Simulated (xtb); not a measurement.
C₄H₆BFO, SMILES FB(CO)C#CC. All values are semi-empirical tight-binding results from xtb (GFN2-xTB unless named), good for trends rather than for accurate numbers. The structure is a stationary point at GFN2-xTB. The structure was generated by enumeration, and PubChem lists no compound with its InChIKey, so it may never have been made. One conformer was computed; it need not be the lowest.

Estimate the properties. (The exact figures need the calculation; the answer reports its results.)


The orbital gap is 4.01 eV, the dipole moment comes out as 1.37 D and the zero-point energy is 58.1 kcal/mol. The G − E(el) at 298.15 K (modified RRHO) is 36.2 kcal/mol and the static polarisability (D4 model) is 62.7 bohr³. The solvation energy, GFN2-xTB/ALPB(water) is -6.5 kcal/mol. The solvation energy, GFN2-xTB/ALPB(benzene) is -6.9 kcal/mol.

Give the IR lines (harmonic; lines under 4 % of the strongest left out, lines within 3 cm⁻¹ merged). (Estimate from the structure and the level; the computed values follow.)

ν (cm⁻¹): 66 (w), 304 (m), 344 (w), 437 (m), 781 (m), 964 (s), 1080 (m), 1176 (s), 1182 (w), 1198 (w), 1307 (s), 1353 (m), 1440 (w), 2318 (vs), 2828 (m), 2867 (m), 3005 (w), 3013 (w) (against the strongest line: vs over 80 %, s over 45 %, m over 15 %, w over 4 %, vw less)
